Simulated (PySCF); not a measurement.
**Basis and Hamiltonian dependence of the ionisation energy of N(2+)**

N(2+) [He] 2s2 2p1 (2P) → N(3+) [He] 2s2 (1S). All values are computed (PySCF 2.14, energy differences of UHF-based or UKS calculations, no spin-orbit coupling). Values in eV.

```
                                                            basis       Hamiltonian  functions     UHF     PBE    PBE0  MP2 (valence)  CCSD(T) (valence)  CCSD(T) (valence and next inner shell)
                                                    jorge-DZP-DKH     spin-free X2C         15  47.193  47.885     n/a         47.204             46.978                                     n/a
                                                      aug-cc-pVDZ  non-relativistic         23  47.313  48.067  48.041         47.307             47.054                                     n/a
                                                     x2c-TZVPPall     spin-free X2C         31  47.293  48.018  48.001         47.461             47.238                                  47.264
                                                      def2-TZVPPD  non-relativistic         37  47.297  48.023  48.005         47.466             47.241                                  47.267
                                                       dyall-av2z  non-relativistic         42  47.275  48.012  47.994         47.342             47.106                                     n/a
                                                       dyall-av3z     spin-free X2C         71  47.295  48.022  48.005         47.485             47.269                                     n/a
x2c-QZVPPall with one added diffuse shell each of s, p, d, f type     spin-free X2C         73  47.298  48.024  48.007         47.527             47.306                                  47.358
                                                      dyall-acv3z     spin-free X2C         76  47.295  48.023  48.005         47.486             47.269                                  47.320
                                                      dyall-acv3z  non-relativistic         76  47.299  48.026  48.008         47.489             47.271                                  47.322
                                                      aug-cc-pVQZ  non-relativistic         80  47.295  48.018  48.002         47.522             47.300                                     n/a
                                                          cc-pV5Z  non-relativistic         91  47.302  48.029  48.011         47.550                n/a                                     n/a
                                                    aug-cc-pwCVQZ  non-relativistic        109  47.296  48.021  48.004         47.534                n/a                                     n/a
                                                  aug-cc-pCVQZ-DK     spin-free X2C        109  47.292  48.018  48.001         47.529                n/a                                     n/a
                                                      aug-cc-pV5Z  non-relativistic        127  47.302  48.029  48.011         47.551                n/a                                     n/a
```

Extrapolation of MP2 (valence) from aug-cc-pVQZ and aug-cc-pV5Z: the correlation parts are 0.226 and 0.249 eV; with the X⁻³ form and unrounded values, (5³ × 0.249 − 4³ × 0.226)/(5³ − 4³) = 0.272 eV, and adding the Hartree-Fock value 47.302 eV of the larger basis gives 47.574 eV.

Frozen in the all-electron rows: valence: 1s2; valence and next inner shell: nothing.

Between the lowest levels the reference is 47.445 eV (semi-empirical (NIST evaluation); NIST Atomic Spectra Database, ionization energies); it includes spin-orbit coupling, which these numbers lack.
